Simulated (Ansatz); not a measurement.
Ge9OH14, a cluster with a defect cut from the lattice of germanium (double-bonded O in place of two caps), relaxed as a singlet with RKS PBE-D4/def2-SVP in Ansatz, starting from the GFN2-xTB geometry. Force threshold 0.03 eV/Å.

Start:

| atom | x (Å) | y (Å) | z (Å) |
| --- | --- | --- | --- |
| Ge1 | -0.740 | 2.200 | -1.796 |
| Ge2 | 2.239 | 1.563 | 0.795 |
| Ge3 | -1.466 | 0.652 | 1.793 |
| Ge4 | -1.939 | -1.758 | -1.332 |
| Ge5 | 1.070 | -2.325 | 1.243 |
| Ge6 | -0.078 | 2.219 | 0.552 |
| Ge7 | -0.791 | -0.092 | -2.812 |
| Ge8 | 2.503 | -0.738 | 0.138 |
| Ge9 | -1.240 | -1.639 | 1.001 |
| O10 | -0.108 | -0.459 | -4.202 |
| H11 | -0.006 | 3.251 | -2.625 |
| H12 | -2.177 | 2.731 | -1.861 |
| H13 | 3.161 | 2.459 | -0.005 |
| H14 | 2.707 | 1.785 | 2.221 |
| H15 | -2.922 | 1.087 | 1.780 |
| H16 | -1.121 | 0.718 | 3.270 |
| H17 | -3.433 | -1.413 | -1.378 |
| H18 | -1.944 | -3.182 | -1.882 |
| H19 | 1.428 | -2.465 | 2.712 |
| H20 | 1.297 | -3.721 | 0.701 |
| H21 | -0.308 | 3.628 | 1.111 |
| H22 | 3.948 | -1.180 | 0.083 |
| H23 | 2.088 | -0.782 | -1.332 |
| H24 | -2.168 | -2.539 | 1.824 |

```json
{"step": "1", "energy (eV)": "-510797.8460", "largest force component (eV/Å)": "3.681", "SCF passes": "23"}
{"step": "2", "energy (eV)": "-510798.2118", "largest force component (eV/Å)": "0.683", "SCF passes": "25"}
{"step": "3", "energy (eV)": "-510798.2484", "largest force component (eV/Å)": "1.174", "SCF passes": "26"}
{"step": "4", "energy (eV)": "-510798.2902", "largest force component (eV/Å)": "0.142", "SCF passes": "21"}
{"step": "5", "energy (eV)": "-510798.2990", "largest force component (eV/Å)": "0.047", "SCF passes": "20"}
{"step": "6 (rejected)", "energy (eV)": "-510798.2290", "largest force component (eV/Å)": "0.395", "SCF passes": "22"}
{"step": "7", "energy (eV)": "-510798.3032", "largest force component (eV/Å)": "0.018", "SCF passes": "21"}
{"step": "8", "energy (eV)": "-510798.3043", "largest force component (eV/Å)": "0.024", "SCF passes": "20"}
```

Force components are those of the run's own axes.

End:

Cartesian coordinates in Å:
```
Ge -0.7964 2.2199 -1.7659
Ge 2.2267 1.5252 0.7634
Ge -1.5393 0.6787 1.8491
Ge -1.9915 -1.7361 -1.3060
Ge 1.0756 -2.2929 1.2031
Ge -0.1125 2.2198 0.5905
Ge -0.7039 -0.0948 -2.6373
Ge 2.4684 -0.7534 -0.0858
Ge -1.2689 -1.6145 1.0355
O 0.2292 -0.5274 -3.9486
H 0.1055 3.1396 -2.6342
H -2.2723 2.7090 -1.8677
H 3.1245 2.5086 -0.0416
H 2.6646 1.5765 2.2557
H -3.0291 1.1144 1.7316
H -1.1375 0.7324 3.3524
H -3.4976 -1.3466 -1.3949
H -1.7975 -3.1573 -1.9023
H 1.5092 -2.2642 2.6972
H 1.2366 -3.7485 0.6773
H -0.2926 3.6655 1.1517
H 3.9585 -1.1958 -0.0254
H 2.0122 -0.7871 -1.5746
H -2.1719 -2.5708 1.8766
```

By distances, no bond broke or formed. The bond that changes most is Ge7–O10, from 1.59 to 1.67 Å (atoms count from 1).

The force fell under the threshold at step 7, but the optimiser went on. No frequencies were taken in this run, so the end may be a saddle point.

Run time 22 s (2 threads of AMD EPYC 7R13 on a shared host and a share (18 GiB) of an NVIDIA H100 80GB HBM3), peak host memory 1.1 GiB.
